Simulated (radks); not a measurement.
The promethium ion Pm4+, 57 electrons, occupied as [Xe] 4f3. All-electron calculation, scalar-relativistic Kohn-Sham, BLYP, spin-unpolarised, spherical densities, finite nucleus; Fermi nuclear charge, rms radius 4.962 fm. Program: a radial shooting solver on a logarithmic mesh with Libxc functionals.

Unscreened Slater integrals over Kohn-Sham orbitals (hartree).

\begin{tabular}{lr}
integral & value \\ \hline
F0(4f,4f) & 1.0566 \\
F2(4f,4f) & 0.50556 \\
F4(4f,4f) & 0.31780 \\
F6(4f,4f) & 0.22880 \\
F0(4f,5p) & 0.69040 \\
F2(4f,5p) & 0.24732 \\
G2(4f,5p) & 0.12610 \\
G4(4f,5p) & 0.099125 \\
F0(4f,5s) & 0.76042 \\
G3(4f,5s) & 0.14527 \\
F0(4f,4d) & 1.1698 \\
F2(4f,4d) & 0.56367 \\
F4(4f,4d) & 0.36042 \\
G1(4f,4d) & 0.66508 \\
G3(4f,4d) & 0.41788 \\
G5(4f,4d) & 0.29555 \\
F0(5p,5p) & 0.57938 \\
F2(5p,5p) & 0.31444 \\
F0(5p,5s) & 0.61330 \\
G1(5p,5s) & 0.41421 \\
F0(5p,4d) & 0.71990 \\
F2(5p,4d) & 0.21107 \\
G1(5p,4d) & 0.059758 \\
G3(5p,4d) & 0.058632 \\
F0(5s,5s) & 0.65618 \\
F0(5s,4d) & 0.79968 \\
G2(5s,4d) & 0.087688 \\
F0(4d,4d) & 1.3242 \\
F2(4d,4d) & 0.67438 \\
F4(4d,4d) & 0.45155 \\
\end{tabular}

Derived for the open shells (J is the average intra-shell exchange parameter used in DFT+U). 4f: F4/F2 = 0.629, F6/F2 = 0.453, J = (286 F2 + 195 F4 + 250 F6)/6435 = 0.04099 hartree.
